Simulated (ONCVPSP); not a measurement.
**Scattering properties, ONCV potential for samarium**

- Element: samarium (Sm)
- Generator: ONCVPSP 4.0.1
- Type: optimised norm-conserving Vanderbilt (ONCV)
- Functional: PBE
- Relativity: scalar-relativistic
- Frozen core: [Kr] 4d10 4f5
- Valence charge: 11
- Reference configuration: 5s2 5p6 5d2 6s1
- Partial waves: 5s+6s: rc 3.16 bohr, ncon 4, nbas 7, qcut 6.1 1/bohr, 2 projectors; 5p: rc 3.34 bohr, ncon 4, nbas 8, qcut 5.1 1/bohr, 2 projectors, debl 2.7 Ha; 5d: rc 3.46 bohr, ncon 3, nbas 7, qcut 5.9 1/bohr, 1 projector
- Local potential: polynomial inside 2.24 bohr (lpopt 5, dvloc0 -1 Ha)
- Core correction: none

In the p channel the program set the typed energies aside and used -0.903, 0.050 Ha.

The phase is arctan(r·R′/R) of the radial function R(r), unwrapped; energies in Ha, scanned from -3 to 5 Ha. A pole is an energy at which the radial function vanishes at the test radius. The pseudo phase is shifted by a multiple of π to meet the all-electron one at the reference energy, and phase errors are pseudo minus all-electron; the curves can meet again beyond the range given. Levels narrower than the energy grid can be missing from the lists of poles.

For each channel, where are the poles, and over which energies does the pseudopotential scatter like the atom?

| channel | radius (bohr) | reference energy (Ha) | poles, all-electron | poles, pseudo | unbroken range about the reference energy with phases within 0.05 rad | phase error 1 Ha above the reference energy (rad) |
| --- | --- | --- | --- | --- | --- | --- |
| s | 3.20 | -0.13 | -1.65, 0.91, 4.23 | -1.65, 0.90, 3.04 | below 1.7 | -0.002 |
| p | 3.40 | -0.90 | -0.87, 1.18, 4.17 | -0.87, 1.17, 3.71 | below 2.0 | -0.000 |
| d | 3.52 | -0.07 | 0.12, 1.89, 4.76 | 0.12, 1.84, 4.28 | below 2.5 | -0.014 |

Phases in the p channel:

```
E (Ha)  all-electron   pseudo
 -2.98         1.427    1.427
 -2.54         1.411    1.411
 -2.10         1.389    1.389
 -1.66         1.354    1.354
 -1.22         1.273    1.273
 -0.78        -1.758   -1.758
 -0.34        -2.054   -2.054
  0.10        -3.387   -3.387
  0.54        -4.465   -4.466
  0.98        -4.662   -4.663
  1.42        -4.768   -4.771
  1.86        -4.902   -4.920
  2.30        -5.573   -6.050
  2.74        -7.520   -7.619
  3.18        -7.728   -7.772
  3.62        -7.800   -7.841
  4.06        -7.845   -7.905
  4.50        -7.883   -8.039
  4.94        -7.930  -10.293
```
